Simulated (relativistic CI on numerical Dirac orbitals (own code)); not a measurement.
## Ru⁴⁺: M2,3 absorption edge

Computed with this model: Dirac-Coulomb-Breit CI, orbitals from a KLI potential per configuration, model QED, valence Slater integrals scaled by 0.9, multiplet model of core-to-valence dipole absorption; configurations [Kr] 4d4 → [Ne] 3s2 3p5 3d10 4s2 4p6 4d5; 300 K; Lorentzian 3 eV and Gaussian 0.4 eV FWHM. Energies are those of the free ion, without screening or charge transfer. The branching ratio is the share of the lower-energy edge in the whole absorption, uncertain by about 0.02 where the edges overlap. S is read from ⟨S²⟩ = S(S + 1).

Field parameters in Wybourne normalisation: Td as Oh with Dq negative (B⁴₀ = 21Dq, B⁴₄ = √(5/14) B⁴₀). The field is a parameter set, without covalency.

free ion: ground-state S = 1.98, centroid 473.02 eV, branching ratio 0.839. Peaks (eV, height): 469.5 (100), 493.0 (21).

Td, 10Dq = -11350 cm⁻¹: ground-state S = 1.93, centroid 473.59 eV, branching ratio 0.814. Peaks (eV, height): 469.5 (100), 493.0 (21).

Td, 10Dq = -15400 cm⁻¹: ground-state S = 0.96, centroid 472.40 eV, branching ratio 0.857. Peaks (eV, height): 469.0 (100), 491.5 (15).

Td, 10Dq = -19400 cm⁻¹: ground-state S = 0.19, centroid 474.13 eV, branching ratio 0.788. Peaks (eV, height): 469.0 (100), 491.5 (28).

The statistical ratio of this edge is 2/3 = 0.667. Values above it arise where the holes sit mainly in the j = l + 1/2 valence subshell or the ground state has high spin; values below it where core-valence Coulomb terms move weight to the upper edge, as in nearly empty shells.

Strongest unbroadened transitions for Td, 10Dq = -11350 cm⁻¹:

```tsv
Energy (eV)	Relative strength
467.33	28.8
467.38	91.8
468.54	25.1
468.59	100.0
468.75	23.5
468.82	36.8
468.89	13.2
469.09	44.8
469.56	15.5
469.58	20.6
469.74	17.0
469.78	72.9
469.90	14.7
470.23	17.2
470.55	45.0
489.42	19.1
491.31	13.4
492.94	20.9
```
